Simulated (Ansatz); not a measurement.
Consider the atomization: `[SiH3][O][GeH2][Cl]` → Cl• + Ge• + 5 H• + O• + Si•.

Isolated molecules relaxed with PBE0-D4/def2-TZVP in Ansatz; ΔE leaves out vibrations. CCSD(T)/CBS adds triple-zeta CCSD(T) − MP2 to the extrapolated MP2 energy (def2 sets, frozen cores). This one scheme is used for every species, atoms too. For atomizations the MP2-based limit and the directly extrapolated one differ by several kJ/mol either way, and by 10 to 25 for some Ge, Se and Sn compounds, so smaller differences from it don't rank the levels. Functionals use def2-TZVPP. No spin–orbit coupling; open shells (•) take unrestricted orbitals. Spin–orbit coupling would lower the free atoms: a little for Cl, O, Si; clearly for Ge. Bonds to Ge are less sure, by a few kJ/mol each and by 10 to 20 or more in all where they break to atoms, as the def2 sets lack core-valence functions. Scalar relativity is left out up to krypton. Each species was taken in one conformer, which may not be the lowest.

```
           level  ΔE (kJ/mol)  difference from CCSD(T)/CBS
     LDA (SPW92)       3124.5                        320.7
       r2SCAN-D4       2788.5                        -15.3
          B97M-V       2814.5                         10.7
      r2SCAN0-D4       2749.5                        -54.3
        BHLYP-D4       2717.4                        -86.4
    CAM-B3LYP-D4       2785.3                        -18.5
         ωB97X-V       2810.1                          6.3
          B2PLYP       2744.5                        -59.3
        PBE-QIDH       2752.8                        -51.0
          revPBE       2644.8                       -159.0
       CAM-B3LYP       2766.6                        -37.2
         LC-ωPBE       2740.0                        -63.8
     HF/def2-SVP       2025.0                       -778.8
CCSD(T)/def2-SVP       2581.9                       -221.9
   HF/def2-TZVPP       2061.6                       -742.2
  MP2/def2-QZVPP       2802.1                         -1.7
     CCSD(T)/CBS       2803.8                            0
```

Largest T1 diagnostic among the species: 0.012.

From BLYP to BHLYP (50 % exact exchange), in def2-TZVPP and without D4, ΔE moves by −6.0 kJ/mol: exact exchange takes away binding that semilocal exchange gives to molecules. In def2-TZVPP, CCSD(T) changes the Hartree–Fock value by +673.1 kJ/mol (the triples alone add +35.4 kJ/mol) and MP2 by +698.9 kJ/mol; breaking electron pairs costs correlation energy, which Hartree–Fock lacks. The D4 term adds +34.4 kJ/mol with B3LYP and +18.1 kJ/mol with PBE0; it sums over pairs of atoms, weighted by their polarisabilities, and B3LYP, whose exchange is more repulsive, gets the larger term.

B3LYP here is the variant with VWN-RPA as its local correlation; programs differ in this.
